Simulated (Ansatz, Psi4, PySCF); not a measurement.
H4Si2 (SMILES [SiH][SiH3]), singlet, geometry from GFN2-xTB. Base run: R2SCAN/def2-SVPD (PySCF).

Here is a job for PySCF.
```python
from pyscf import gto, scf, dft

mol = gto.Mole()
mol.atom = '''
    Si   -0.288906    0.946481    0.771451
    H     0.382608    2.122327    0.129654
    Si    0.207329   -0.807678   -0.597427
    H     0.996315   -0.861303   -1.840963
    H    -1.091687   -1.388386   -0.989240
    H     0.854851   -1.815878    0.264216
'''
mol.basis = 'def2-svpd'
mol.charge = 0
mol.spin = 0
mol.verbose = 4
mol.build()

mf = dft.RKS(mol)
mf.xc = 'r2scan'
mf.kernel()
```

The same geometry, method and basis name were run in Ansatz (a first-principles code) and Psi4 and PySCF, at each program's defaults and at the settings that a row names. The base is PySCF at its defaults. Differences at the defaults can come from grids, fitting, cores and function types together.

```csv
code and settings,ΔE vs base (mEh),basis functions,E (Eh),SCF cycles,dipole (D)
"PySCF, defaults (exact integrals, its default grid, spherical functions)",0.000,80,-581.05547,9,0.59
"Psi4, defaults (density fitting with its default set, its default grid, spherical functions)",-0.181,80,-581.05565,8,0.59
"Ansatz, defaults (factorised integrals, its default grid, spherical functions)",-0.015,80,-581.05549,-,-
"PySCF, density fitting with def2-universal-jkfit",-0.099,80,-581.05557,9,0.59
"PySCF, fine grid",-0.016,80,-581.05549,9,0.59
"Psi4, exact integrals, spherical functions, fine grid",0.044,80,-581.05543,11,0.59
"Ansatz, high accuracy",-0.014,80,-581.05548,-,-
```
